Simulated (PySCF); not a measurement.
**How methods differ on the excitation energy of Rh²⁺**

Rh²⁺ [Kr] 4d7 (4F) → Rh²⁺ [Kr] 4d6 5p1 (high-spin determinant), as a difference of total energies. All numbers are calculated (PySCF 2.14, scalar relativity through the core potential, in def2-TZVPPD with the def2 core potential (28 electrons) (6s4p3d2f1g, 56 functions)). Correlated levels: valence: 4s2 4p6 frozen. The calculations carry no spin-orbit coupling.

```json
{"method": "UHF", "excitation energy (eV)": "10.923"}
{"method": "MP2 (valence)", "excitation energy (eV)": "11.742"}
{"method": "SCS-MP2 (valence)", "excitation energy (eV)": "12.134"}
{"method": "CCSD (valence)", "excitation energy (eV)": "11.658"}
{"method": "CCSD(T) (valence)", "excitation energy (eV)": "11.663"}
```

Problem. How much does correlation contribute at CCSD(T) (valence)?

Solution. 11.663 − (10.923) = 0.740 eV, measured against UHF.

The determinant of the upper state mixes LS terms, which raises its energy above the lowest term, most at the Hartree-Fock and MP2 levels.
